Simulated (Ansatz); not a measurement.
`CC(C)(C)[O][Ga]([Cl])[Cl]` + H–F → `CC(C)(C)[O][Ga]([F])[Cl]` + HCl  (ligand exchange at a Ga–Cl bond)

Computed with Ansatz on PBE0-D4/def2-TZVP structures; ΔE is electronic, products minus reactants. CBS: MP2 limit from def2 TZ/QZ plus the TZ coupled-cluster correction, frozen cores. This one scheme is used for every species. Functionals use def2-TZVPP. For Ga outer-core shells are correlated without core-valence functions, which leaves a few kJ/mol of doubt a bond. Scalar relativity is left out up to krypton. Each species was taken in one conformer, which may not be the lowest.

```tsv
level	ΔE (kcal/mol)
BHLYP	6.6
RPA@PBE/def2-TZVPP	6.3
SCS-MP2/def2-QZVPP	7.7
CCSD/CBS(def2)	8.6
```

Problem. What does CCSD(T)/CBS give? (An estimate is asked.)

Solution. Ansatz gave: +8.8 kcal/mol. The listed levels differ from it by -2.2, -2.5, -1.1, -0.2 kcal/mol.

Largest T1 diagnostic among the species: 0.013.

The D4 term adds +1.8 kcal/mol with B3LYP and +1.1 kcal/mol with PBE0; it sums over pairs of atoms, weighted by their polarisabilities, and B3LYP, whose exchange is more repulsive, gets the larger term. Leaving LDA and LC-ωPBE aside and taking each functional with its dispersion term where it has one, the values, not all of them listed here, spread over 2.9 kcal/mol, from CAM-B3LYP-D4 to HSE06-D4. LDA lies +1.0 kcal/mol from PBE without D4.

B3LYP here is the variant with VWN-RPA as its local correlation; programs differ in this.
